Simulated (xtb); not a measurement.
C6H5Cl, SMILES c1cc(ccc1)Cl. All values are semi-empirical tight-binding results from xtb (GFN2-xTB unless named), good for trends rather than for accurate numbers. Coordinates come from a GFN2-xTB optimisation.

Optimised geometry:

```xyz
12

Cl     0.0000     0.0000     2.2380
C      0.0000     0.0000     0.5072
C      0.0000    -1.2059    -0.1746
C      0.0000    -1.1986    -1.5588
C      0.0000     0.0000    -2.2520
C      0.0000     1.1986    -1.5588
C      0.0000     1.2059    -0.1746
H      0.0000    -2.1355     0.3726
H      0.0000    -2.1355    -2.0953
H      0.0000     0.0000    -3.3315
H      0.0000     2.1355    -2.0953
H      0.0000     2.1355     0.3726
```
Charge 0, spin multiplicity 1.

Problem. Estimate the properties. (Estimate from the structure and the level; the computed values follow.)

Solution. 
The point group as xtb finds it comes out as C2v, the orbital gap is 4.35 eV and the dipole moment is 1.82 D. The zero-point energy comes out as 55.3 kcal/mol. The G − E(el) at 298.15 K (modified RRHO) comes out as 36.9 kcal/mol, the static polarisability (D4 model) is 80.0 bohr³ and the solvation energy, GFN2-xTB/ALPB(water) is -1.8 kcal/mol. The solvation energy, GFN2-xTB/ALPB(methanol) is -5.7 kcal/mol.

Computed atomic charges and the Wiberg bond orders between heavy atoms:
charges (e) Cl1 -0.18, C2 0.10, C3 -0.04, C4 -0.03, C5 -0.03, C6 -0.03, C7 -0.04, H8 0.06, H9 0.05, H10 0.04, H11 0.05, H12 0.06. Bond orders Cl1–C2 0.97, C2–C3 1.41, C3–C4 1.44, C4–C5 1.44, C5–C6 1.44, C2–C7 1.41, C6–C7 1.44.
